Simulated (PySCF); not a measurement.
C3H6FNSi, SMILES FC1=CCN1[SiH3]. Atoms are numbered in the order given.

```xyz
12

F     -0.5457     1.8820     0.6172
C     -0.7862     0.5946     0.4717
C     -1.7036    -0.2884     0.9101
C     -0.9364    -1.3418     0.1182
N     -0.0039    -0.2434    -0.3184
Si     1.6814    -0.2812    -0.7836
H     -2.6192    -0.2706     1.4898
H     -1.4605    -1.7946    -0.7383
H     -0.4262    -2.1174     0.7126
H      2.6310    -0.4842     0.3560
H      1.8188    -1.4244    -1.7265
H      2.0111     1.0072    -1.4496
```
Charge 0, spin multiplicity 1.

The structure is a stationary point at B3LYP-D3(BJ)/def2-SVP. The structure was generated by enumeration, and PubChem lists no compound with its InChIKey, so it may never have been made.

Two levels are set side by side: PBE/pcSseg-1 (PySCF) and B3LYP/pcSseg-1 (PySCF). GIAO shifts against CFCl3 (¹⁹F), NH3 (¹⁵N), TMS (²⁹Si), TMS (¹H), TMS (¹³C) at the same level; non-relativistic, no solvent, atoms listed together averaged. Differences are taken from unrounded values.

| quantity | B3LYP |
|---|---|
| δ(¹⁹F) of F1 (ppm) | -83.9 |
| δ(¹³C) of C2 (ppm) | 160.6 |
| δ(¹³C) of C3 (ppm) | 80.5 |
| δ(¹³C) of C4 (ppm) | 51.0 |
| δ(¹⁵N) of N5 (ppm) | 95.5 |
| δ(²⁹Si) of Si6 (ppm) | -65.9 |
| δ(¹H) of H7 (ppm) | 4.54 |

**Question.** What does PBE give, and how far is it from B3LYP? (The exact figures need the calculation; the answer reports its results.)

**Answer.** 
```json
[
 {"quantity": "δ(¹⁹F) of F1 (ppm)", "PBE": "-96.9", "PBE minus B3LYP": "-13.0"},
 {"quantity": "δ(¹³C) of C2 (ppm)", "PBE": "155.9", "PBE minus B3LYP": "-4.7"},
 {"quantity": "δ(¹³C) of C3 (ppm)", "PBE": "78.5", "PBE minus B3LYP": "-2.0"},
 {"quantity": "δ(¹³C) of C4 (ppm)", "PBE": "51.8", "PBE minus B3LYP": "0.7"},
 {"quantity": "δ(¹⁵N) of N5 (ppm)", "PBE": "99.0", "PBE minus B3LYP": "3.5"},
 {"quantity": "δ(²⁹Si) of Si6 (ppm)", "PBE": "-65.9", "PBE minus B3LYP": "-0.1"},
 {"quantity": "δ(¹H) of H7 (ppm)", "PBE": "4.47", "PBE minus B3LYP": "-0.07"}
]
```

Rough cost on one machine, each run with all the roots and properties that it gave: B3LYP against PBE within a factor of 2.
